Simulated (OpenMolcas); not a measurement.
OpenMolcas run: C+

Input:

```
&GATEWAY
Coord
1

C 0.0 0.0 0.0
Basis=ANO-R3
Group=XYZ
NoMove
AngMom=0.0 0.0 0.0
AMFI
&SEWARD
&RASSCF
FileOrb=start.orb
Symmetry=2
Spin=2
nActEl=1 0 1
Inactive=2 0
Ras2=0 3
Ras3=6 0
CIRoot=3 3 1
SDav=3
CIMx=300
Iter=120 100
PrWF=0.3
OrbListing=Nothing
MaxOrb=0
Thrs=2.0e-7 1.0e-1 5.0e-4
Atom
>>> COPY $Project.JobIph JOB001
&RASSCF
FileOrb=start.orb
Symmetry=1
Spin=2
nActEl=1 0 1
Inactive=2 0
Ras2=0 3
Ras3=6 0
CIRoot=6 6 1
SDav=6
CIMx=300
Iter=120 100
PrWF=0.3
OrbListing=Nothing
MaxOrb=0
Thrs=2.0e-7 1.0e-1 5.0e-4
Atom
>>> COPY $Project.JobIph JOB002
&RASSI
NrOfJobIphs=2 3 6
1 2 3
1 2 3 4 5 6
IphNames
JOB001
JOB002
EJob
SpinOrbit
DIPRint=1.0
SOCoupling=1000.0
Subsets=2
MEES
Property=10
'ANGMOM' 1 'ANGMOM' 2 'ANGMOM' 3 'MLTPL  1' 1 'MLTPL  1' 2 'MLTPL  1' 3
'AMFI' 1 'AMFI' 2 'AMFI' 3 'MLTPL  2' 6
SOProperty=3
'ANGMOM' 1 'ANGMOM' 2 'ANGMOM' 3
```

A driver script runs the steps one by one and writes start.orb anew before each from the orbitals found so far.

Output, cut to the results:

```
--- SEWARD ---
Basis set label: C.ANO-R...4S4P2D1F.

      Electronic valence basis set:
      ------------------
      Associated Effective Charge   6.000000 au
      Associated Actual Charge      6.000000 au
      Nuclear Model: Finite nucleus - Gaussian distribution
        Gaussian exponent, Xi/bohr**(-2):  6.80775E+08

      Shell  nPrim  nBasis  Cartesian Spherical Contaminant
         s      12       4        X
         p       7       4        X
         d       3       2                 X
         f       2       1                 X
                  Relativistic X2C integrals
                  Atomic mean-field integrals
--- RASSCF ---
Wave function specifications:
      -----------------------------

      Number of closed shell electrons           4
      Number of electrons in active shells       1
      Max number of holes in RAS1 space          0
      Max nr of electrons in RAS3 space          1
      Number of inactive orbitals                2
      Number of active orbitals                  9
      Number of secondary orbitals              22
      Spin quantum number                      0.5
      State symmetry                             2
Orbital specifications:
      -----------------------

      Symmetry species                           1   2
                                                ag  au
      Frozen orbitals                            0   0
      Inactive orbitals                          2   0
      Active orbitals                            6   3
      RAS1 orbitals                              0   0
      RAS2 orbitals                              0   3
      RAS3 orbitals                              6   0
      Secondary orbitals                         6  16
      Deleted orbitals                           0   0
      Number of basis functions                 14  19
      Number of CSFs                             3
      Number of root(s) required                 3
      Iter CI   SX   CI       RASSCF       Energy    max ROT     max BLB   max BLB  Level Ln srch  Step   QN
          iter iter root      energy       change     param      element    value   shift minimum  type update
 Nr of preliminary CI iterations:   1
 ###############################################################################
 ###############################################################################
 ###                                                                         ###
 ###                                                                         ###
 ###    WARNING: Problems in orbital optimization.                           ###
 ###                                                                         ###
 ###                                                                         ###
 ###############################################################################
 ###############################################################################
  Warning: In symmetry  1, orbital p=   3 has diagonal density matrix element D(p,p) close to zero. D(p,p)=  0.000000E+00
  Warning: In symmetry  1, orbital p=   4 has diagonal density matrix element D(p,p) close to zero. D(p,p)=  0.000000E+00
        ...
  Warning: In symmetry  1, orbital p=   6 has diagonal density matrix element D(p,p) close to zero. D(p,p)=  0.000000E+00
  Warning: In symmetry  1, orbital p=   7 has diagonal density matrix element D(p,p) close to zero. D(p,p)=  0.000000E+00
  Warning: In symmetry  1, orbital p=   8 has diagonal density matrix element D(p,p) close to zero. D(p,p)=  0.000000E+00
        4   1    2    0   -37.30663617   -3.20E-13   1.06E-07    2   3 1  3.33E-07   0.50   0.00    SX    NO
      Convergence after  4 iterations
        5   1    2    0   -37.30663617   -4.97E-14   1.06E-07    2   3 1  1.78E-07   0.50   0.00    SX    NO
      Natural orbitals and occupation numbers for root  1
      sym 1:   0.000000   0.000000   0.000000   0.000000   0.000000   0.000000
      sym 2:   0.000000   0.000000   1.000000
      Natural orbitals and occupation numbers for root  2
      sym 1:   0.000000   0.000000   0.000000   0.000000   0.000000   0.000000
      sym 2:  -0.000000   1.000000   0.000000
      Natural orbitals and occupation numbers for root  3
      sym 1:   0.000000   0.000000   0.000000   0.000000   0.000000   0.000000
      sym 2:   1.000000   0.000000   0.000000
::    RASSCF root number  1 Total energy:    -37.30663617
::    RASSCF root number  2 Total energy:    -37.30663617
...
--- RASSI ---
SPIN-FREE ENERGIES:
  (Shifted by EMIN (a.u.) =        -37.3066361666)

 SF State       Relative EMIN(au)   Rel lowest level(eV)    D:o, cm**(-1)      L_eff

     1             0.0000000000        0.0000000000              0.0000         1.0
     2             0.0000000000        0.0000000000              0.0000         1.0
     3             0.0000000000        0.0000000000              0.0000         1.0
     4             0.6016123292       16.3707054590         132038.6442         0.0
     5             0.8681346795       23.6231480784         190533.5388         2.0
     6             0.8681346795       23.6231480784         190533.5388         2.0
     7             0.8681346795       23.6231480784         190533.5388         2.0
     8             0.8681346795       23.6231480784         190533.5388         2.0
     9             0.8681346795       23.6231480784         190533.5388         2.0
     Dipole printing threshold changed to   1.00000000E+00

++ Dipole transition strengths (spin-free states):
   -----------------------------------------------
     for osc. strength at least  1.00000000E+00

  ( Max oscillator strength is only   0.31345356270174785      )
--
Eigenvalues of complex Hamiltonian:
   -----------------------------------
  (Shifted by EMIN (a.u.) =        -37.3066361666)

 SO State       Relative EMIN(au)   Rel lowest level(eV)    D:o, cm**(-1)     J-value

     1            -0.0001878931        0.0000000000              0.0000         0.4
     2            -0.0001878931        0.0000000000              0.0000         0.4
     3             0.0000939465        0.0076692475             61.8567         1.0
     4             0.0000939465        0.0076692475             61.8567         1.0
     5             0.0000939465        0.0076692475             61.8567         1.3
     6             0.0000939465        0.0076692475             61.8567         1.3
...
```

The J values that RASSI prints are effective ones from its own formula and need not be integers or half-integers; the table below assigns J from the states.

Levels above the lowest, from the spin-orbit matrix, grouped by J:

```csv
Configuration,Term,J,E (cm⁻¹),Measured (cm⁻¹),Term weight %
2s² 2p,²P°,1/2,0.0,0.0,100
2s² 2p,²P°,3/2,61.9,63.4,100
2s² 3s,²S,1/2,132080,116538,100
2s² 3d,²D,3/2,190575,145549,100
2s² 3d,²D,5/2,190575,145551,100
```

Against the 4 measured excited levels shown (NIST Handbook of Basic Atomic Spectroscopic Data) the mean absolute deviation is 26000 cm-1; the largest miss in energy is 2s² 3d ²D_3/2: computed 190575, measured 145549 cm⁻¹ (+30.9 %).

ANO sets are built for valence states and can reach diffuse excited orbitals poorly. With one active electron the reference holds no correlation, so core polarisation is missing. Computed and measured levels are paired by configuration, term and J; levels that our copy of the source lacks, or whose pairing is in doubt (as where it misses far off the trend of its configuration), stay unpaired and out of the deviations. Levels of configurations outside the active space are missing.

The term weight is that of the spin-free term in the level, not the purity of its configuration. ° marks odd parity.
